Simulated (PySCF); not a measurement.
2-methylbut-2-ene (C5H10), SMILES CC=C(C)C.

Geometry: B3LYP-D3(BJ)/def2-SVP.

Two levels are set side by side: PBE/def2-TZVP (PySCF) and CAM-B3LYP/def2-TZVP (PySCF). Same geometry, gas phase. Differences are taken from unrounded values.

```csv
quantity,CAM-B3LYP
orbital gap (eV),9.80
highest occupied level (eV),-7.90
lowest empty level (eV),1.90
dipole moment (D),0.20
mean polarisability (bohr³),63.7
```

Problem. What does PBE give, and how far is it from CAM-B3LYP? (Estimate from the structure and the level; the computed values follow.)

Solution. 
```
quantity                       PBE  PBE minus CAM-B3LYP
---------------------------  -----  -------------------
orbital gap (eV)              5.24                -4.55
highest occupied level (eV)  -5.51                 2.39
lowest empty level (eV)      -0.26                -2.16
dipole moment (D)             0.20                 0.00
mean polarisability (bohr³)   66.0                  2.3
```

PBE's occupied levels lie high since its potential decays too fast outside the molecule; exact exchange lowers them and widens the gap. Loosely held outer electrons make PBE densities more polarisable. Differences between two approximate levels are no errors against the true value.

Rough cost on one machine, each run with all the roots and properties that it gave: CAM-B3LYP against PBE within a factor of 2.
